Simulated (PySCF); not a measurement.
An excited-state job on `CC#C[BH2-][S+](C)C`.

Method: TDDFT CAM-B3LYP/def2-SVPD, vertical, gas phase, core orbitals frozen in the response (PySCF 2.14.0, density-fitted response routines). Geometry: GFN2-xTB. The input is one job of a driver script: a line of settings, then coordinates in Å.

Command:
```bash
OMP_NUM_THREADS=1 python probes_run.py task.json out
```

Input:
```
{"job": {"kind": "uv", "xc": "CAM-B3LYP", "basis": "def2-SVPD", "nstates": 8, "ntriplets": 3}, "charge": 0, "multiplicity": 1}
C      1.960007    -0.938624     2.309396
C      1.541630    -0.473138     0.998642
C      1.217955    -0.088604    -0.096389
B      0.767192     0.405331    -1.483852
S     -1.235356     0.657025    -1.330897
C     -1.717294    -0.944305    -0.620453
C     -1.329936     1.658629     0.182173
H      1.789836    -0.166543     3.062670
H      1.404832    -1.835439     2.592603
H      3.023713    -1.179849     2.293563
H      0.863301    -0.398590    -2.353476
H      1.145568     1.494369    -1.771082
H     -1.733170    -1.664452    -1.431911
H     -0.975454    -1.234223     0.119601
H     -2.705722    -0.858758    -0.179936
H     -0.600793     1.282559     0.895682
H     -2.338041     1.611337     0.582063
H     -1.087027     2.679590    -0.093356
```

Problem. Estimate the output.

Solution. 
```
coarse grid: 14960 points
cycle   1  E = -619.5891096846  dE =  7.258e-01  |g| = 4.051e-01  |ddm| = 1.333e+01
cycle   2  E = -619.6019661749  dE = -1.286e-02  |g| = 3.892e-01  |ddm| = 2.820e+00
cycle   3  E = -619.6419549315  dE = -3.999e-02  |g| = 1.167e-01  |ddm| = 1.015e+00
cycle   4  E = -619.6449461791  dE = -2.991e-03  |g| = 3.935e-02  |ddm| = 2.650e-01
cycle   5  E = -619.6453549754  dE = -4.088e-04  |g| = 5.597e-03  |ddm| = 1.519e-01
cycle   6  E = -619.6453652512  dE = -1.028e-05  |g| = 1.435e-03  |ddm| = 3.268e-02
cycle   7  E = -619.6453659172  dE = -6.660e-07  |g| = 4.290e-04  |ddm| = 7.260e-03
final grid: 138088 points
cycle   8  E = -619.7302825375  dE = -4.121e-05  |g| = 3.360e-03  |ddm| = 1.986e-01
cycle   9  E = -619.7302835319  dE = -9.944e-07  |g| = 2.935e-03  |ddm| = 1.957e-02
cycle  10  E = -619.7302856406  dE = -2.109e-06  |g| = 6.214e-04  |ddm| = 6.531e-03
cycle  11  E = -619.7302857248  dE = -8.414e-08  |g| = 2.498e-04  |ddm| = 1.620e-03
cycle  12  E = -619.7302857410  dE = -1.628e-08  |g| = 6.856e-05  |ddm| = 6.316e-04
cycle  13  E = -619.7302857424  dE = -1.393e-09  |g| = 1.181e-05  |ddm| = 2.297e-04
cycle  14  E = -619.7302857425  dE = -8.458e-11  |g| = 5.018e-06  |ddm| = 7.120e-05
converged SCF energy = -619.7302857425

Static polarisability (au): isotropic 97.465, principal 86.348 90.649 115.398

Singlet excitations
state   eV       nm        f      main configurations
  1   5.7964    213.9   0.00097   H->L+4 0.25, H->L+5 0.19, H->L+2 0.15
  2   6.3479    195.3   0.02466   H->L+1 0.21, H->L+9 0.15, H-1->L+4 0.12
  3   6.3865    194.1   0.00103   H->L+2 0.44, H->L 0.39
  4   6.4947    190.9   0.00345   H-1->L+1 0.68, H-1->L+9 0.12, H-2->L+1 0.10
  5   6.6377    186.8   0.00125   H-1->L+2 0.47, H-1->L 0.26, H->L+1 0.11
  6   6.6949    185.2   0.06592   H->L+1 0.62, H-1->L 0.19
  7   6.9815    177.6   0.00032   H-1->L+9 0.35, H-1->L+11 0.31, H-2->L+1 0.08
  8   7.1323    173.8   0.00151   H->L+3 0.45, H->L+2 0.28, H->L 0.11

Triplet excitations (Tamm-Dancoff, eV): 5.1978 5.4189 5.7512
```

The SCF starts on a coarse grid where the log names one; the energy can jump when the final grid takes over, and dE then counts from the start density on the new grid. H and L stand for HOMO and LUMO; the number after each pair is its weight.

Problem. How does the lowest singlet excitation compare with the HOMO–LUMO gap?

Solution. HOMO -7.98 eV and LUMO 0.90 eV give a gap of 8.88 eV; S1 at 5.80 eV lies 3.08 eV below it.

Problem. Give S1 in cm⁻¹ and kJ/mol.

Solution. 5.7964 eV × 8065.54 = 46751 cm⁻¹; × 96.485 = 559.3 kJ/mol.

Main results: HOMO -7.98 eV, LUMO 0.90 eV; lowest singlet 5.80 eV; lowest triplet 5.20 eV (Tamm–Dancoff); mean polarisability 97.5 au.

Time: 47 s; peak memory 1.1 GiB. Hardware: one thread, Arm Neoverse V2 (aarch64), no GPU, on a shared host.

One conformer stands for the species.
Labels such as C1 count atoms from 1, the log's own numbers from 0.
